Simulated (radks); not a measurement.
Problem. These are the eigenvalues of the occupied orbitals of an atom or ion with whole-number occupations (eV). Calculated with a radial shooting solver on a logarithmic mesh with Libxc functionals: scalar-relativistic Kohn-Sham, r2SCAN, spin-polarised, spherical densities, finite nucleus; meta-GGA in the generalised Kohn-Sham scheme; Fermi nuclear charge, rms radius of each element as measured or else 0.836 A^(1/3) + 0.57 fm.

1s down: -17866.04
1s up: -17866.03
2s up: -2487.100
2s down: -2486.890
2p up: -2215.435
2p down: -2215.289
3s up: -412.8062
3s down: -412.7261
3p up: -323.3868
3p down: -323.2869
3d up: -177.1597
3d down: -176.9778
4s up: -56.6611
4s down: -55.5020
4p up: -34.0555
4p down: -32.6390
5s up: -4.8647
4d up: -4.1686
5s down: -4.1106

Which element is it, and in what charge state? The configuration may be excited. Open shells, if any, are filled with parallel spins first.

Solution. Z = 40, zirconium, charge 0: Zr in [Kr] 4d2 5s2. The list shows which subshells hold electrons but not how many an open one holds; the 1s level, -656.57 hartree, gives Z - s = 36.2 by -(Z - s)^2/2, which with screening and relativity narrows Z to a few neighbours, and the depths of the outer levels then fix element, charge and occupations together.
